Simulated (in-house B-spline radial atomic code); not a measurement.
Ionising Cu⁺ with different functionals

Computed with a radial B-spline atomic code at the basis-set limit: four-component Dirac-Coulomb Hamiltonian, Fermi nucleus of rms radius 3.8823 fm, spin-restricted, spherical fractional occupations for the functionals. The ionisation energy is the difference of two self-consistent energies, [Ar] 3d10 → [Ar] 3d9, without Breit or QED terms; ε is the level of the shell that loses the electron (mean over j). The electron is taken from both j subshells in proportion to 2j + 1, so the result is a j average, not the step between ground levels.

Hybrids are left out here: with spherical fractional occupations of an open shell their exact exchange keeps a self-interaction that integer-occupation calculations don't have.

```
           method  rung  ΔSCF (eV)  -ε(3d) (eV)
         LDA VWN5   LDA      21.70        14.01
 relativistic LDA   LDA      21.70        14.02
         LDA PW92   LDA      21.69        14.01
LDA exchange-only   LDA      20.18        12.63
              PBE   GGA      21.33        13.66
           PBEsol   GGA      21.31        13.64
             BLYP   GGA      21.38        13.72
             RPBE   GGA      21.21        13.53
             PW91   GGA      21.43        13.75
             BP86   GGA      21.44        13.78
             AM05   GGA      21.32        13.64
             OLYP   GGA      21.30        13.54
```

(1) How do they compare with the NIST value?

## Answers

(1) NIST lists 20.292 eV (measured, ground level to ground level). Errors run from -0.11 to +1.41 eV. The correlated functionals all miss on the same side by more than they spread, so the cause is common to them (Breit-QED terms, spin polarisation, the choice among j levels, multiplet and fine-structure energies, or a listed next ion that isn't the cheapest removal here) and closeness doesn't rank the functionals.
